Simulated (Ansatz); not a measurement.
The cluster ZrTe₂⁻, relaxed as a doublet with UKS r2SCAN-D4/def2-TZVPD in Ansatz, starting from the GFN2-xTB geometry. Force threshold 0.02 eV/Å.

In the def2 sets Te, Zr take a core potential; there is no spin–orbit coupling. The structure comes from a short search, and lower isomers may exist.

Start:

```xyz
3

Zr   -1.2429   -0.9754    0.1000
Te    1.4858   -0.6142   -0.0569
Te   -0.2430    1.5896   -0.0431
```

| step | energy (eV) | largest force component (eV/Å) | SCF passes |
| --- | --- | --- | --- |
| 1 | -15875.2395 | 0.979 | 89 |
| 2 | -15875.7474 | 0.633 | 41 |
| 3 | -15875.9746 | 0.446 | 36 |
| 4 | -15876.9744 | 1.480 | 76 |
| 5 | -15877.2651 | 0.348 | 35 |
| 6 | -15877.3199 | 0.139 | 30 |
| 7 | -15877.3294 | 0.016 | 25 |

Force components are those of the run's own axes.

End:

```xyz
3

Zr   -0.707   -0.555    0.057
Te    1.734   -1.482   -0.040
Te   -1.026    2.037   -0.017
```

Bonds lost: Te2–Te3 (atoms count from 1).

No frequencies were taken in this run, so the end may be a saddle point.

It took 39 s on 4 threads of Arm Neoverse V2 on a shared host.
